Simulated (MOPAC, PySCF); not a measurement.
H3AlO3, SMILES `[OH][Al]([OH])[OH]`, neutral singlet in the gas phase. 

Cartesian coordinates (Å):
SMILES: [OH][Al]([OH])[OH]
```xyz
7

O      1.5702    -0.5818     0.2482
Al     0.0000     0.0000     0.0000
O     -0.2510     1.6382    -0.3449
O     -1.3192    -1.0564     0.0968
H      2.3461    -0.0216     0.2033
H     -1.1207     2.0119    -0.4926
H     -1.2254    -1.9902     0.2891
```
Charge 0, multiplicity 1.

All levels are single points at this geometry (B3LYP-D3(BJ)/def2-TZVP); Pople sets use spherical d functions. Orbital energies aren't observables, and empty levels follow the basis.

| level | HOMO (eV) | LUMO (eV) | gap (eV) | dipole (D) | vertical IE, Delta-SCF (eV) |
|---|---|---|---|---|---|
| B3LYP-D3(BJ)/def2-TZVP in PySCF | -8.73 | -0.80 | 7.93 | 0.00 | 11.27 |
| B3LYP/6-31G* in PySCF | -8.24 | -0.50 | 7.75 | 0.00 | 10.94 |
| M06-2X/6-31G* in PySCF | -10.36 | 0.48 | 10.83 | 0.00 | – |
| HF/STO-3G in PySCF | -8.72 | 10.90 | 19.61 | 0.00 | – |
| PM6 in MOPAC | -11.79 | 1.91 | 13.70 | 0.00 | – |
| PM7 in MOPAC | -12.30 | 2.49 | 14.79 | 0.00 | – |
